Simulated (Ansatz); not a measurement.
Geometry optimisation, RKS LDA/def2-SVP in Ansatz 0.2.0.

Input:

```yaml
crystal:
  periodic: [false, false, false]
  atoms:
    - { symbol: Sn, position_ang: [0.239804, 0.053355, -0.027786] }
    - { symbol: Cl, position_ang: [1.016731, -0.031737, 2.220892] }
    - { symbol: H, position_ang: [1.94103, -0.089863, -0.217278] }
    - { symbol: H, position_ang: [-0.768817, 1.39258, -0.353736] }
    - { symbol: Cl, position_ang: [-0.951748, -1.871134, -0.576791] }
basis:
  gaussian: { orbitals: def2-SVP }
hamiltonian:
  xc: lda
relax:
  f_tol: 0.03
  max_steps: 50
```

Run as:

```bash
$ ansatz run input.yaml --threads 1 --pin off --max-ram 2048MiB --backend cpu --events-out ev --progress --plain --runs-dir out
```

**Question.** Where does it end, and by what steps?

**Answer.** The forces met the threshold. After 5 steps the energy has fallen by 0.446 eV; H3 moved furthest, 0.45 Å.

| step | energy less start (eV) | largest force component (eV/Å) | accepted |
| --- | --- | --- | --- |
| 0 | 0.0000 | 1.001 | yes |
| 1 | -0.3058 | 0.495 | yes |
| 2 | -0.4014 | 1.015 | yes |
| 3 | -0.4446 | 0.150 | yes |
| 4 | -0.4459 | 0.062 | yes |
| 5 | -0.4465 | 0.005 | yes |

```xyz
5
Properties=species:S:1:pos:R:3
Sn 0.362 0.041 0.077
Cl 0.691 -0.027 2.386
H 1.898 -0.081 -0.665
H -0.627 1.394 -0.263
Cl -0.847 -1.873 -0.490
```

Whether the end is a true minimum wasn't checked by a vibrational analysis.

Time of the run: 9.3 s on 1 thread of Arm Neoverse V1, on a shared host, peak memory 0.12 GiB.
